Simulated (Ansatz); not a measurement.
`C[SiH2][SnH3]` + `NCF` → `FC[NH][SnH3]` + `C[SiH3]`  (cleavage of the Sn–Si bond)

Computed with Ansatz on PBE0-D4/def2-TZVP structures; ΔE is electronic, products minus reactants. CCSD(T)/CBS is the MP2 limit (def2-TZVPP, def2-QZVPP) plus CCSD(T) − MP2 in def2-TZVPP, frozen cores. This one scheme is used for every species. Functionals use def2-TZVPP. B3LYP here is the variant with VWN-RPA as its local correlation; programs differ in this. def2 core potentials past Kr. For Sn outer-core shells are correlated without core-valence functions, which leaves a few kJ/mol of doubt a bond. One conformer a species, not always the lowest.

```
             level  ΔE (kcal/mol)
         r2SCAN-D4            9.2
           PBE0-D4           11.1
          B3LYP-D4            8.4
           ωB97X-V            7.6
SCS-MP2/def2-TZVPP            5.8
CCSD(T)/def2-TZVPP            7.3
     HF/def2-QZVPP            6.3
    CCSD/CBS(def2)            8.1
```

Task: What does CCSD(T)/CBS give? (Estimate.)

Result: The calculation gave: +7.9 kcal/mol. The listed levels differ from it by 1.3, 3.2, 0.5, -0.3, -2.1, -0.6, -1.6, 0.2 kcal/mol.

Largest T1 diagnostic among the species: 0.013.
